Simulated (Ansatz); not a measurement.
Ansatz (an electronic-structure program) input (SVWN5/def2-TZVPD):

Ansatz 0.2 input:
```yaml
crystal:
  periodic: [false, false, false]
  atoms:
    - {symbol: Si, position_ang: [-0.45569662, 0.00228978, 0.08756198]}
    - {symbol: N, position_ang: [1.16456195, 0.09855784, -0.24899574]}
    - {symbol: H, position_ang: [-1.11450654, 1.34653026, -0.10981842]}
    - {symbol: H, position_ang: [-1.38195965, -0.91548063, -0.72638291]}
    - {symbol: H, position_ang: [-0.95322487, -0.37979115, 1.49086231]}
    - {symbol: H, position_ang: [1.67751004, -0.77322037, -0.13755848]}
basis:
  gaussian:
    orbitals: def2-TZVPD
hamiltonian:
  xc: {name: SVWN5}
total_charge: -1
output: {forces: true}
```

Output:

```
Functional definition: SVWN5
integrals: 0.03 GiB planned
658 factors; their error is unknown
0.09 GiB of the device are held for the grids
0.42 GiB of device memory are held for the factors and their scratch space
mean field: 0.37 GiB planned
mean field evaluation 1: about -9386.0557 eV, gradient 3.9e1 eV
mean field evaluation 2: about -9352.6582 eV, gradient 1.1e2 eV
mean field evaluation 4: about -9389.3124 eV, gradient 3.2e0 eV
mean field evaluation 8: about -9389.3480 eV, gradient 4.5e-2 eV
mean field evaluation 16: about -9389.3393 eV, gradient 5.5e-5 eV
mean field -9389.33930257 eV, -345.0518550467 hartree, gradient 5.5e-5 eV, S^2 0.000000; 0 other end points of the search recorded, 0 dependent functions left out
the calculation of the forces begins
reference -9389.33934356 eV, -345.0518565531 hartree; 13, 13 occupied and 103, 103 virtual orbitals, 658 factors
Total energy: -9389.33934356 eV, -345.0518565531 hartree
Atom 0 at    -0.455697     0.002290     0.087562 Å, force     0.205024    -0.000490    -0.039526 eV/Å
Atom 1 at     1.164562     0.098558    -0.248996 Å, force    -0.217196     0.276032    -0.024692 eV/Å
Atom 2 at    -1.114507     1.346530    -0.109818 Å, force    -0.069788     0.155854    -0.024160 eV/Å
Atom 3 at    -1.381960    -0.915481    -0.726383 Å, force    -0.089895    -0.097987    -0.099624 eV/Å
Atom 4 at    -0.953225    -0.379791     1.490862 Å, force    -0.040245    -0.035951     0.157148 eV/Å
Atom 5 at     1.677510    -0.773220    -0.137558 Å, force     0.212101    -0.297458     0.030854 eV/Å
Dipole moment:    -0.204330    -0.214713     0.091385 e Å
```

It need not be the lowest isomer of its formula. Whether it binds its extra electron was not tested at this geometry.
